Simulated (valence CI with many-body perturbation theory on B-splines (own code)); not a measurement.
**Hyperfine factors and g values of Tm18+**

Computed by valence CI with perturbative core correlation (CI+MBPT): five valence electrons over a frozen Dirac-Fock core [Kr] 4d10, a basis of 7 s, 7 p, 7 d, 7 f, 4 g, 2 h functions for each j, with the one-electron correlation potential Σ1, the two-electron term Σ2, the three-electron term Σ3, Breit, model QED; selected CI, second order for the rest, scaled by the run's own slope (own B-spline code, finite nucleus).

No measured spectrum was set against this ion. As an estimate, terms of the open shell hold to a few per cent of their energy, and close levels can change places. Among the levels kept, up to 1100 cm⁻¹ of a level comes from second order outside the variational space, and about a tenth of that is noise between levels of different J, which matters for small intervals.

A/g_I is the dipole constant over the nuclear g factor μ/I (μ in nuclear magnetons, uniformly magnetised nucleus), B/Q the quadrupole constant per barn. Both hold the static response of the core; the bare values leave it out. Large factors of s and p1/2 electrons are usually good to 5 to 10 %; those of open d and f shells near neutrality can be off by tens of per cent, and small factors of p3/2, d and f electrons come from cancelling terms and can be off by a factor of two or in sign, in half-filled shells by more. B is blank for J = 1/2, where it vanishes, and for nearly pure S terms. Energies count from the lowest level.

Names give the largest LS component (configuration and term), which can be under half, so a name can repeat, a term be missing and a line seem to break the LS rules; names also repeat where a configuration has a term twice. Letters in brackets count levels of one name in rising energy.

```tsv
Level	E (cm⁻¹)	g	A/g_I (MHz)	A/g_I bare	B/Q (MHz/b)	B/Q bare
4f5 6H°_5/2	0.0	0.329	3590	2720	-2140	-1810
4f5 6H°_7/2	4411	0.838	2060	1900	-1820	-1550
4f5 6H°_9/2	8991	1.069	1390	1550	-1850	-1590
4f5 6H°_11/2	13485	1.193	1060	1410	-2100	-1810
4f5 6F°_1/2	15415	-0.611	7400	5470		
4f5 6F°_3/2	15648	1.028	1850	2030	-252	-210
4f5 6F°_5/2	16644	1.258	1030	1500	-329	-284
4f5 6H°_13/2	17782	1.265	898	1350	-2510	-2170
4f5 6F°_7/2	20260	1.367	547	1130	104	69.2
4f5 6H°_15/2	21711	1.306	828	1350	-3040	-2640
4f5 6F°_9/2	24769	1.414	362	1000	630	507
4f5 6F°_11/2	29518	1.437	307	978	1250	1030
4f5 4G°_5/2 [a]	34122	0.826	2350	2230	-1920	-1640
4f5 4F°_3/2 [a]	38250	0.472	3290	2650	-162	-138
4f5 4M°_15/2 [a]	38454	0.907	1970	1930	1420	1170
4f5 4I°_9/2 [a]	42206	0.760	2350	2100	-1350	-1140
4f5 4G°_7/2 [a]	42318	1.062	1530	1710	-1760	-1520
4f5 4I°_11/2 [a]	42908	0.890	2000	1930	-803	-686
4f5 4L°_13/2 [a]	42963	0.949	1850	1880	-193	-185
4f5 4M°_17/2	45902	0.996	1680	1760	2000	1670
4f5 4P°_5/2 [a]	46823	1.349	836	1450	-1560	-1320
4f5 4M°_15/2 [b]	49364	1.047	1520	1670	-345	-314
4f5 4G°_9/2 [a]	50274	1.152	1250	1550	-1360	-1180
4f5 4F°_5/2 [a]	50702	1.022	1630	1750	96.8	73.0
4f5 4M°_19/2	51170	1.070	1480	1670	2210	1850
4f5 2P°_1/2 [a]	52504	0.347	4970	4450		
4f5 6P°_3/2	52838	1.981	-1800	-476	312	253
4f5 4L°_13/2 [b]	53257	0.938	1800	1790	-674	-564
4f5 4L°_15/2	54182	1.036	1570	1710	-26.9	-35.0
4f5 4M°_21/2	54651	1.122	1370	1640	2290	1910
4f5 4I°_11/2 [b]	54943	0.877	1950	1850	-1190	-985
4f5 4G°_11/2 [a]	56210	1.173	1180	1520	-61.3	-72.6
4f5 4D°_7/2 [a]	57131	1.271	797	1240	195	143
4f5 4K°_13/2	57790	0.988	1720	1790	-1140	-957
4f5 4L°_17/2	57868	1.067	1500	1680	-47.7	-54.0
4f5 4H°_7/2 [a]	58854	0.787	2170	1940	54.4	51.8
4f5 4F°_9/2 [a]	59565	1.126	1320	1580	747	620
4f5 4F°_7/2 [a]	60106	1.342	540	1070	895	739
4f5 6P°_5/2	60896	1.530	107	930	-1400	-1190
4f5 4D°_3/2 [a]	61118	1.414	346	985	-72.5	-51.6
```

(1) Take the isotope of mass number 171, with I = 1/2, μ = -0.23 μN. What is the hyperfine structure of 4f5 6H°_11/2?

Answers

(1) From the table A = -490 MHz. Shifts from the centre of gravity in MHz: F = 5: 1590, F = 6: -1350.
